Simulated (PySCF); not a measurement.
Worked example: entropy of an ideal gas

C2H6Si, SMILES [Si](C)C (connectivity only; charge and spin as stated), neutral, multiplicity 1.

Geometry: PBE-D3(BJ)/def2-TZVP. The isomer is the one that the SMILES or the coordinates give; other isomers of the formula were not compared.

PBE-D3(BJ)/def2-TZVP run with PySCF gives the harmonic wavenumbers 109, 124, 249, 486, 539, 639, 643, 706, 829, 1189, 1198, 1368, 1372, 1397, 1403, 2918, 2921, 2997, 3003, 3056, 3056 cm⁻¹ and the rotational temperatures 0.8016, 0.3359, 0.2520 K. The molar mass is 58.16 g/mol, the symmetry number 2, the spin multiplicity 1.

### Question
Work out the entropy at 298.15 K and 1 atm in the rigid-rotor, harmonic-oscillator model.

### Answer

Translation (Sackur–Tetrode at 1 atm): S = R[1.5 ln M + 2.5 ln T − 1.16487] = 159.4 J/(mol K).
Rotation: q = (√π/σ) T^1.5/√(θA θB θC) = 17500, S = R[ln q + 3/2] = 93.7 J/(mol K).
Vibration: with u = 1.4388 ν/T, each mode gives R[u/(e^u − 1) − ln(1 − e^−u)]:
```tsv
ν (cm⁻¹)	modes	u	S (J/(mol K))
109	1	0.53	13.75
124	1	0.60	12.71
249	1	1.20	7.27
486	1	2.35	2.90
539	1	2.60	2.37
639	1	3.08	1.62
643	1	3.10	1.60
706	1	3.41	1.25
829	1	4.00	0.77
1189	1	5.74	0.18
1198	1	5.78	0.17
1368	1	6.60	0.09
1372	1	6.62	0.08
1397	1	6.74	0.08
1403	1	6.77	0.07
```
The stiffer modes add less than 0.005 each. Sum 44.9 J/(mol K).
Spin: R ln 1 = 0.0 J/(mol K).
Total 298.1 J/(mol K); the program's own thermochemistry gives 298.0. Translation makes up 53 % and vibration 15 %. Anharmonicity, hindered rotation and orbital degeneracy are left out.
